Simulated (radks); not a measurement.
Exchange energies: the exact (Fock) value of the Kohn-Sham orbitals and density-functional approximations, as 100 (|E| - |E exact|)/|E exact|, negative where the magnitude is too small. Species: Mg [Ne] 3s2; Al+ [Ne] 3s2. Calculated with a radial shooting solver on a logarithmic mesh with Libxc functionals: non-relativistic Kohn-Sham, exchange-only PBE, spin-polarised, spherical densities, point nucleus. Every spin shell is full or empty, so the densities are truly spherical. Functionals are evaluated on that one density, not self-consistently.

| functional | Mg | Al+ |
|---|---|---|
| exact (hartree) | -15.9362 | -17.8412 |
| LDA | -8.51 | -8.41 |
| B88 | +0.19 | +0.13 |
| PBE | -0.35 | -0.41 |
| PBEsol | -3.56 | -3.57 |
| revPBE | +0.15 | +0.07 |
| PW86 | +0.86 | +0.77 |
| WC | -1.58 | -1.60 |
| AM05 | -7.32 | -7.26 |
| G96 | +0.20 | +0.16 |
| Tao-Mo | +0.21 | +0.10 |
| MVS | -0.10 | -0.18 |
